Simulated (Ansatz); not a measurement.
Spectroscopic constants of GeP, multiplicity 2 (lowest of 2S+1 = 2, 4 at CCSD(T)/def2-TZVPP on PBE0 minima; our sources give no spin for the ground state, which may be another). No spin–orbit coupling. Ge is treated without relativity. The T1 diagnostic near the minimum is 0.047, so single-reference values are doubtful.

Seven points along R, fitted to fifth degree in 1/R; most abundant isotopes. In def2 and cc sets the state is the lowest found near the PBE0 minimum, followed along R.

Run with Ansatz (Gaussian basis) for Hartree–Fock, density functionals and correlated methods. 

```tsv
level	r_e (Å)	ω_e (cm⁻¹)	B_e (cm⁻¹)	ω_e x_e (cm⁻¹)	dipole (D)
SVWN5/def2-TZVPP	2.147	483	0.167	1.3	1.05
PBE/def2-TZVPP	2.173	468	0.164	1.4	1.21
r2SCAN/def2-TZVPP	2.150	491	0.167	1.5	1.14
B97M-V/def2-TZVPP	2.149	495	0.167	1.4	1.32
B3LYP/def2-TZVPP	2.160	482	0.166	1.4	1.30
PBE0/def2-TZVPP	2.145	499	0.168	1.5	1.29
wB97M-V/def2-TZVPP	2.127	521	0.171	1.3	1.26
```

Ansatz is a quantum-chemistry and plane-wave program.
